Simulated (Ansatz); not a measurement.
Species: sum formula SiHF, net charge -1, doublet state. SMILES of the parent species: F[SiH]
Coordinates optimised at B3LYP-D3(BJ)/def2-TZVP (Ansatz, an electronic-structure program):
```xyz
3

Si    -0.2491    -0.3455     0.4756
H     -1.0310    -1.2241    -0.5643
F      0.5021     0.6735    -0.6771
```
Charge -1, spin multiplicity 2.

Parts of the frozen-core correlation energy in cc-pV(D+d)Z (Ansatz, hartree). Frozen orbitals: 6; correlated occupied orbitals by spin: 7 and 6; virtual: 29 and 30. Open shells are spin-unrestricted. No spin-orbit coupling. No relativistic terms.

```
term                            value
-------------------------  ----------
reference (HF)             -388.95415
MP2 opposite-spin                 ___
MP2 same-spin                     ___
CCSD correlation                  ___
(T)                          -0.00499
CCSDT minus CCSD(T)          -0.00063
T1 diagnostic                   0.016
largest doubles amplitude       0.063
<S^2> of the reference          0.773
```

**Question.** Some entries are withheld; supply them.

**Answer.** 
- MP2 opposite-spin, value: -0.20385
- MP2 same-spin, value: -0.06694
- CCSD correlation, value: -0.29253
